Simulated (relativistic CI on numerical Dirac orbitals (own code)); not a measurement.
# Mo²⁺ (4d4) in a crystal field

Calculated by Dirac-Coulomb-Breit CI, separate exchange-only KLI orbitals for each configuration, model QED, valence Slater integrals scaled by 0.9, one configuration in a parametric crystal field (own radial code). With so little scaling, terms lie 10 to 35 % too far apart, which can change the order of excited levels.

Field parameters in Wybourne normalisation: Oh B⁴₀ = 21Dq, B⁴₄ = √(5/14) B⁴₀. The field is a parameter set, without covalency.

S is read from ⟨S²⟩ = S(S + 1).

Levels (cm⁻¹, degeneracy): 0 (1), 129 (3), 244 (2), 311 (3), 382 (1), 2875 (1), 3138 (3), 3483 (3), 3561 (2), 10580 (3), 11537 (2), 13104 (1).

Which field gives this pattern?
A. Oh, 10Dq = 13400 cm⁻¹
B. Oh, 10Dq = 19900 cm⁻¹
C. Oh, 10Dq = 17550 cm⁻¹
D. Oh, 10Dq = 15950 cm⁻¹

A. Oh, 10Dq = 13400 cm⁻¹, ground level with S = 1.91.
